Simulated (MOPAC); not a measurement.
MOPAC input (PM6):

```
PM6 FORCE THERMO(298,298) PRECISE LET CHARGE=1 GEO-OK AUX(PRECISION=9) THREADS=1
H8N3OSi

N    -0.17681195 1    1.62923006 1   -0.54881412 1
Si    0.08047224 1    0.01715111 1   -0.14524453 1
N     1.63676672 1   -0.32741628 1    0.38785427 1
N    -0.67140429 1   -1.09152235 1   -1.15958099 1
O    -0.84604974 1   -0.29397082 1    1.45854113 1
H    -0.72632375 1    1.94472067 1   -1.34670438 1
H     0.34066817 1    2.42032383 1   -0.17137437 1
H     2.44797882 1    0.25242727 1    0.17703412 1
H     1.95261556 1   -1.21898825 1    0.76377602 1
H    -0.32276860 1   -2.03410070 1   -1.32916883 1
H    -1.38774773 1   -0.87533114 1   -1.84912537 1
H    -1.82459671 1   -0.40893717 1    1.40897215 1
H    -0.64822770 1    0.29990672 1    2.22199940 1
```

From the output:

```
     H   13   3.448889

          HEAT OF FORMATION =      40.139401 KCALS/MOLE

          ZERO POINT ENERGY      54.700 KCAL/MOL

           NORMAL COORDINATE ANALYSIS (Total motion = 1 Angstrom)

   Root No.       1         2         3         4         5         6         7         8

                 1 A       2 A       3 A       4 A       5 A       6 A       7 A       8 A

                 113.0     130.8     177.0     191.8     231.8     253.2     271.9     286.8

           1    0.0010   -0.0039   -0.0096   -0.0073    0.0008   -0.0156    0.0276    0.0072
           2    0.0026    0.0162    0.0010    0.0247   -0.0158    0.0093    0.0279    0.0569
           3    0.0058   -0.0099   -0.0505   -0.0301   -0.0019   -0.0167   -0.0358    0.0306
           4    0.0016   -0.0048   -0.0107   -0.0088    0.0008   -0.0173    0.0248    0.0070
           5   -0.0022    0.0003   -0.0127    0.0131    0.0019   -0.0092   -0.0221   -0.0297
           6    0.0036   -0.0015    0.0010    0.0118   -0.0024    0.0086    0.0341   -0.0275
           7    0.0064   -0.0113   -0.0032   -0.0185    0.0141    0.0140   -0.0404   -0.0451
           8   -0.0050    0.0032   -0.0126    0.0160   -0.0058   -0.0248    0.0064   -0.0059
           9   -0.0118    0.0097    0.0572   -0.0212    0.0065    0.0020   -0.0272    0.0310
          10    0.0015   -0.0014   -0.0269    0.0089   -0.0118    0.0140   -0.0256    0.0396
          11    0.0057   -0.0133   -0.0140   -0.0154   -0.0042    0.0210    0.0103   -0.0293
          12   -0.0080    0.0153   -0.0083    0.0553   -0.0058   -0.0043   -0.0409   -0.0079
          13   -0.0138    0.0204    0.0454    0.0240   -0.0038    0.0089   -0.0030   -0.0115
          14    0.0066   -0.0007    0.0401   -0.0405    0.0247    0.0081   -0.0115    0.0189
          15    0.0082   -0.0093   -0.0045   -0.0215    0.0070    0.0037    0.0481   -0.0117
          16    0.0025   -0.0199    0.0060    0.0077    0.0163   -0.0160    0.0278   -0.0708
          17    0.0465   -0.0786    0.0659    0.0941    0.0207   -0.0602    0.0338    0.1257
          18   -0.0488    0.1231   -0.1458   -0.1303   -0.0640    0.0672   -0.0416    0.0353
          19    0.0025    0.0102   -0.0219   -0.0189   -0.0168   -0.0125    0.0388    0.0843
          20   -0.0215    0.0899   -0.0545   -0.0304   -0.0606    0.0677    0.0514    0.0866
          21    0.0574   -0.1372    0.0420    0.0637    0.0605   -0.1313   -0.0669    0.0992
          22    0.0322    0.0099    0.0341   -0.0575   -0.0135    0.0039   -0.1131   -0.1040
          23   -0.0179   -0.0102   -0.0231    0.0215    0.0289    0.0181   -0.0415   -0.0091
          24   -0.0855   -0.0598   -0.0290    0.0542    0.1448    0.1371   -0.0492    0.1115
          25   -0.0048   -0.0228   -0.0123   -0.0114    0.0323    0.0375   -0.0503   -0.0469
          26    0.0024    0.0160   -0.0144    0.0221   -0.0331   -0.0744    0.0772    0.0300
          27    0.0848    0.0976    0.1514   -0.1105   -0.1185   -0.1274   -0.0921   -0.0347
          28   -0.0636    0.0305   -0.0344   -0.0005    0.0297   -0.0276   -0.0264    0.0407
          29    0.0785   -0.0475   -0.0204   -0.0103   -0.0645    0.1037   -0.0083   -0.0120
          30   -0.1298    0.0750   -0.0242    0.0369    0.0699   -0.0763   -0.0448   -0.0041
          31    0.0378   -0.0309   -0.0306    0.0159   -0.0578    0.0656   -0.0747    0.0702
          32   -0.0738    0.0455   -0.0262   -0.0341    0.0681   -0.0389    0.0660   -0.0569
          33    0.1061   -0.0665    0.0197    0.0837   -0.0953    0.0541   -0.0940    0.0098
          34    0.1761    0.1412    0.0589    0.0813    0.1255    0.0715    0.0536    0.0285
          35   -0.0102   -0.0163    0.0545   -0.0512    0.0087    0.0158   -0.0027    0.0262
          36   -0.0369   -0.0510    0.0521   -0.0668   -0.0304    0.0314    0.0711    0.0226
          37   -0.1300   -0.0765    0.1293    0.0825   -0.1206    0.0470    0.0342   -0.0377
          38   -0.0941   -0.0811    0.0917   -0.0861   -0.0561    0.0195    0.0036    0.0358
          39    0.0159   -0.0014   -0.0014    0.0270    0.0043    0.0098    0.0480   -0.0347

   Root No.       9        10        11        12        13        14        15        16

                 9 A      10 A      11 A      12 A      13 A      14 A      15 A      16 A

                 295.3     359.0     579.3     632.1     647.4     668.0     708.4     710.0

           1    0.0236    0.0110   -0.0146   -0.0016   -0.0069    0.0065   -0.0169   -0.0075
           2   -0.0171   -0.0102   -0.0017    0.0241   -0.0062    0.0154   -0.0110    0.0237
           3   -0.0084    0.0103   -0.0141    0.0070    0.0123   -0.0338   -0.0155    0.0067
           4    0.0223    0.0081   -0.0112   -0.0020    0.0003   -0.0020    0.0013    0.0003
           5    0.0144    0.0021    0.0166    0.0032   -0.0006   -0.0014    0.0001    0.0019
           6   -0.0105    0.0050   -0.0482   -0.0096   -0.0040    0.0012   -0.0001    0.0011
           7   -0.0096    0.0103   -0.0021    0.0201    0.0017    0.0032    0.0311   -0.0091
           8    0.0309    0.0081    0.0201   -0.0055    0.0083    0.0052   -0.0275   -0.0117
           9    0.0291    0.0079   -0.0090   -0.0020    0.0215    0.0302   -0.0089   -0.0098
          10   -0.0349    0.0022    0.0108   -0.0189   -0.0116    0.0015    0.0047    0.0246
          11   -0.0323   -0.0048   -0.0074   -0.0149    0.0237   -0.0002    0.0312    0.0101
          12    0.0036    0.0041   -0.0140   -0.0070   -0.0204    0.0072    0.0030    0.0035
          13   -0.0063   -0.0709    0.0106    0.0014    0.0020    0.0032    0.0013    0.0044
          14   -0.0010   -0.0002   -0.0299   -0.0055   -0.0113   -0.0002    0.0049   -0.0174
          15   -0.0055   -0.0374    0.0854    0.0106   -0.0001   -0.0020   -0.0022   -0.0073
          16    0.0443    0.0068   -0.0823    0.1166    0.0146   -0.0463   -0.1074    0.0898
          17   -0.0839   -0.0514   -0.0160   -0.0863    0.0304   -0.1028    0.0135   -0.0578
          18    0.0492    0.0677    0.0844   -0.0021   -0.0577    0.1725    0.0643   -0.0106
          19    0.0047    0.0057    0.0269   -0.1332   -0.0020   -0.0121    0.0535   -0.1201
          20    0.0115   -0.0278   -0.0165   -0.0874    0.0386   -0.1038    0.0177   -0.0736
          21   -0.0997    0.0346    0.0891   -0.0016   -0.0715    0.1791    0.0489    0.0046
          22   -0.0539    0.0059    0.0630   -0.1030    0.0078    0.0005   -0.1614    0.0081
          23    0.0443   -0.0091    0.0737   -0.0553   -0.0388   -0.0599   -0.1001    0.0106
          24    0.1321   -0.0334    0.0476    0.0325   -0.1228   -0.1547    0.0624    0.0277
          25   -0.0069    0.0071    0.0085   -0.0199    0.0194    0.0266   -0.0313   -0.0087
          26    0.0495    0.0182   -0.0490    0.1364   -0.0072   -0.0114    0.1942   -0.0320
          27   -0.0345    0.0003    0.0532    0.0322   -0.1258   -0.1736    0.0600    0.0444
          28   -0.0977    0.0063    0.0210    0.0224    0.0741   -0.0236    0.0119   -0.0087
          29   -0.0476   -0.0286   -0.0725    0.1011   -0.1205    0.0305   -0.1058   -0.1092
          30   -0.1282    0.0119    0.0009    0.0856    0.1373   -0.0406    0.0032   -0.0741
          31   -0.0619   -0.0362   -0.0137    0.1302    0.0543   -0.0094   -0.0748   -0.1134
          32   -0.0928    0.0354   -0.0179   -0.0712   -0.0952    0.0114    0.0196    0.0629
          33    0.1515   -0.0312    0.0314   -0.0520    0.1382   -0.0050    0.1072    0.0466
          34   -0.0226    0.2733    0.0902    0.0232    0.0581   -0.0281   -0.0153    0.0404
          35   -0.0022    0.0390   -0.0123    0.0028    0.0078   -0.0029   -0.0020    0.0225
          36   -0.0133    0.0499    0.0930    0.0316    0.0602   -0.0077   -0.0235    0.1408
          37   -0.0384    0.3036    0.1124    0.0032   -0.0327   -0.0576    0.0054   -0.0757
          38   -0.0058    0.0641   -0.0308    0.0079    0.0220   -0.0019   -0.0158    0.0921
          39   -0.0149    0.0456    0.1042    0.0001   -0.0314   -0.0214    0.0120   -0.0996

   Root No.      17        18        19        20        21        22        23        24

                17 A      18 A      19 A      20 A      21 A      22 A      23 A      24 A

                 727.4     741.0     854.6    1055.1    1071.4    1479.0    1521.6    1522.4

           1    0.0417    0.0021   -0.0661   -0.1109   -0.0185   -0.0034   -0.0066   -0.0283
           2    0.0104   -0.0214    0.0067    0.0073   -0.0168    0.0004    0.0011    0.0016
           3   -0.0208   -0.0109   -0.0169   -0.0034   -0.0104   -0.0000   -0.0007   -0.0031
           4    0.0013   -0.0003    0.0079    0.1013    0.0181    0.0027    0.0006    0.0016
           5   -0.0042   -0.0012   -0.0165   -0.0130    0.0910    0.0008    0.0021   -0.0006
           6    0.0103   -0.0004    0.0455   -0.0230    0.0292   -0.0008    0.0007   -0.0005
           7   -0.0249    0.0130    0.0261   -0.0324   -0.0366    0.0006   -0.0148   -0.0026
           8   -0.0168    0.0193    0.0702   -0.0237   -0.0860    0.0029   -0.0300   -0.0073
           9   -0.0245   -0.0067   -0.0181    0.0005    0.0048    0.0002    0.0046    0.0007
          10   -0.0287   -0.0201    0.0250   -0.0428    0.0178    0.0007    0.0078   -0.0084
          11    0.0287   -0.0008   -0.0425    0.0396   -0.0592   -0.0025   -0.0121    0.0154
          12   -0.0067    0.0198   -0.0579    0.0431   -0.0463   -0.0011   -0.0131    0.0161
          13   -0.0034    0.0050   -0.0007   -0.0036    0.0004    0.0042    0.0001    0.0001
          14    0.0034   -0.0227    0.0050    0.0024   -0.0070    0.0164    0.0003    0.0001
          15   -0.0123   -0.0082   -0.0141    0.0004   -0.0031   -0.0396   -0.0006   -0.0001
          16    0.0082   -0.0954   -0.0934   -0.1035   -0.0941    0.0196    0.0423    0.1760
          17   -0.0570    0.0562   -0.0294   -0.0045    0.0321   -0.0145   -0.0297   -0.1241
          18    0.0991    0.0113    0.0661    0.0202    0.0259   -0.0026   -0.0104   -0.0491
          19    0.0394    0.1036   -0.0602   -0.1400    0.0556    0.0172    0.0376    0.1750
          20   -0.0508    0.0468   -0.0281   -0.0325    0.0329    0.0081    0.0203    0.0974
          21    0.1024    0.0296    0.0565   -0.0007    0.0190    0.0111    0.0231    0.0944
          22    0.0542   -0.0022    0.0582    0.0441   -0.0624   -0.0214    0.2315    0.0537
          23    0.0701    0.0230    0.1123    0.0201   -0.0977   -0.0136    0.1270    0.0294
          24    0.1094    0.0286    0.0712    0.0070   -0.0195   -0.0039    0.0039    0.0024
          25   -0.0165    0.0038    0.0233   -0.0033   -0.0266    0.0042   -0.0483   -0.0113
          26   -0.1011    0.0439    0.0398   -0.1228   -0.0914   -0.0276    0.2447    0.0610
          27    0.1109    0.0191    0.0557    0.0016   -0.0087    0.0032   -0.0727   -0.0161
          28    0.0477   -0.0218    0.0603   -0.0264    0.0279    0.0016    0.0302   -0.0376
          29   -0.0336    0.1153   -0.1008    0.1284   -0.0183    0.0209    0.1215   -0.1520
          30    0.1396    0.0264    0.0158    0.0684   -0.0081    0.0099    0.0806   -0.1023
          31    0.0703    0.0401    0.0630    0.0133    0.1021   -0.0167   -0.1205    0.1459
          32   -0.0763    0.0075   -0.0945    0.0242   -0.0855    0.0070    0.0266   -0.0304
          33    0.0913   -0.0603    0.0105    0.0036   -0.0678    0.0063    0.0852   -0.1034
          34   -0.0084    0.0669   -0.0232    0.0085    0.0256   -0.0945   -0.0016   -0.0005
          35    0.0017    0.0271   -0.0039   -0.0024    0.0109    0.0372    0.0012    0.0004
          36   -0.0120    0.1817   -0.0155   -0.0374    0.0579    0.3884    0.0065    0.0006
          37   -0.0122   -0.0972   -0.0272    0.0280   -0.0214   -0.0222   -0.0013   -0.0003
          38    0.0004    0.1134    0.0053   -0.0086    0.0453   -0.3109   -0.0052   -0.0005
          39   -0.0110   -0.1260   -0.0136    0.0124   -0.0430    0.2521    0.0031   -0.0008

   Root No.      25        26        27        28        29        30        31        32

                25 A      26 A      27 A      28 A      29 A      30 A      31 A      32 A
```

The dipole moment of an ion depends on the origin.
